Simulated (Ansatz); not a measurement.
Species: C2H3NO2, SMILES `N#COCO` (charge 0, multiplicity 1).

Question: Give a relaxed geometry from Ansatz (a first-principles code) with PBE0-D4/def2-TZVP.

Answer: Several could match; the one computed here: the end point of this relaxation, one of several conformers (outside a Z-matrix the atoms follow the SMILES, hydrogens last).
Cartesian coordinates (Å) in one orientation:
```xyz
8

N      2.483     0.081    -0.070
C      1.464    -0.442    -0.222
O      0.327    -1.008    -0.390
C     -0.790    -0.225     0.152
O     -0.934     0.971    -0.481
H     -0.610    -0.133     1.227
H     -1.656    -0.845    -0.063
H     -0.284     1.602    -0.153
```
